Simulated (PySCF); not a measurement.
# Computed structure and properties of [Tl(OH)2]+

System: [Tl(OH)2]+ (singlet); start: template (C2). Method: PySCF 2.14.0, RKS PBE0, Tl def2-SVP with ECP60, O def2-SVP, H def2-SVP; non-relativistic Hamiltonian with scalar-relativistic core potentials where named; density fitting; no spin-orbit coupling.

Input of the relaxation:

```python
mol = gto.M(atom='''
Tl     0.00000    -0.00000    -0.11456
O      1.79120    -0.00000     0.68704
H      2.75080    -0.09060     0.74614
O     -1.79120     0.00000     0.68704
H     -2.75080     0.09060     0.74614''',
    basis={'Tl': 'def2-SVP', 'O': 'def2-SVP', 'H': 'def2-SVP'},
    ecp={'Tl': 'def2-SVP'},
    charge=1, spin=0)
mf = dft.RKS(mol, xc='PBE0')
mf.grids.atom_grid = (50, 194)
mf = mf.density_fit()  # fitting sets: Tl def2-universal-JKFIT, O def2-universal-JKFIT, H def2-universal-JKFIT
mf.conv_tol = 1e-08; mf.max_cycle = 55
mf.kernel(dm0)  # dm0: converged density of the start geometry
# quasi-Newton relaxation in Cartesian coordinates to a largest gradient under 0.00045 Eh/bohr, steps kept in the point group
```

Run from Python with OMP_NUM_THREADS=2; the lines above give its settings. Where DIIS fails, smearing, a level shift and second-order steps follow.
It took 16 s on 2 threads of Arm Neoverse V2 (shared host), from the converged density of the start.

Course of the relaxation:

```
step  energy above end (eV)  largest force component within the symmetry (eV/Å)
   0                 1.6908                                               1.363
   1                 1.1594                                               1.770
   2                 0.9152                                               3.709
   3                 0.6364                                               2.326
   4                 0.5050                                               0.642
   5                 0.4162                                               0.536
   6                 0.3133                                               0.630
   7                 0.2081                                               0.661
   8                 0.1090                                               0.567
   9                 0.0339                                               0.533
  10                 0.0087                                               0.221
  11                 0.0013                                               0.114
  12                 0.0002                                               0.045
  13                 0.0001                                               0.031
  14                 0.0000                                               0.005
```

Relaxed geometry (C2):

```xyz
5

Tl    0.0000    0.0000    0.7118
O     1.9596    0.1476    0.9103
H     2.4253   -0.1595    0.1097
O    -1.9596   -0.1476    0.9103
H    -2.4253    0.1595    0.1097
```

| contact | Å |
| --- | --- |
| Tl1–O2 (OH) | 1.975 |
| Tl1–O4 (OH) | 1.975 |

On the finer grid (75, 302):

The HOMO is -15.10 eV. The LUMO is -9.27 eV, the dipole about the centre of mass is 2.94 D and the set of Mulliken populations of Tl1 outside the core potential is s 3.24, p 6.58, d 10.05. The D3(BJ) dispersion energy (not in the energies) is -0.053 eV.

```
atom  Mulliken (e)  Löwdin (e)  spin (e)
 Tl1          1.14        0.97      0.00
  O2         -0.33       -0.12      0.00
  H3          0.27        0.14      0.00
  O4         -0.33       -0.12      0.00
  H5          0.27        0.14      0.00
```

On the grid (50, 194), as all that follows. Harmonic modes: a minimum within the noise of the softest modes; lowest 58 cm⁻¹ (negative: unstable), highest 3768 cm⁻¹, zero-point energy 0.692 eV.

Taking off one OH (charge -1, singlet; the rest: singlet) in vacuum, both parts rigid, costs 20.35 eV; the small basis without counterpoise inflates it. Most of it is the attraction of opposite charges; other ways to part are cheaper, and one spin state was tried for the rest.

Rigid scan of OH along the line from its metal:

distance to O2 (Å), energy (eV) and a bar:
```
     1.68      1.750 ##############
     1.78      0.644 #####
     1.88      0.134 #
     1.98      0.000 
     2.08      0.097 #
     2.18      0.331 ###
     2.38      0.980 ########
     2.68      1.989 ################
     3.08      3.025 ########################
     3.58      3.819 ##############################
```

One start shape was tried, so this needn't be the lowest isomer.
